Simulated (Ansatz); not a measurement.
PBE exchange is replaced step by step with exact exchange (0 % is PBE, 25 % PBE0; no dispersion term), basis def2-TZVPD, Ansatz. System: [Cu(OH)2]- (CuO₂H₂⁻). Total charge -1; singlet. Geometry: r2SCAN-D4/def2-TZVPD.

Geometry of the singlet:

```xyz
5

Cu   -0.0430    0.1527    0.1362
O    -0.5018    1.3049   -1.1969
H    -1.0456    0.8061   -1.8192
O     0.3880   -0.9009    1.5573
H     1.2024   -1.3628    1.3226
```

At PBE-D4/def2-TZVPD, PBE with 5 % exact exchange/def2-TZVPD, PBE with 10 % exact exchange/def2-TZVPD the highest occupied level of the charge -1 singlet lies above zero (up to 0.72 eV). By energy differences its removal costs 2.78 eV (vertical, to the charge 0 doublet, at PBE-D4/def2-TZVPD), and other spins of that charge weren't run; a positive level beside a positive removal energy at the same level points to self-interaction error. The restricted singlet is unstable towards broken spin symmetry in Hartree–Fock (as tested in another run); at PBE with 5 % exact exchange/def2-TZVPD, PBE with 10 % exact exchange/def2-TZVPD, PBE with 15 % exact exchange/def2-TZVPD, PBE0-D4/def2-TZVPD and others this wasn't settled.

| exact exchange (%) | HOMO (eV) | LUMO (eV) | gap (eV) |
| --- | --- | --- | --- |
| 0 | 0.72 | 3.19 | 2.46 |
| 5 | 0.37 | 3.32 | 2.94 |
| 10 | 0.03 | 3.44 | 3.41 |
| 15 | -0.28 | 3.56 | 3.84 |
| 25 | -0.77 | 3.79 | 4.56 |
| 35 | -1.26 | 4.01 | 5.27 |
| 50 | -2.03 | 4.31 | 6.34 |
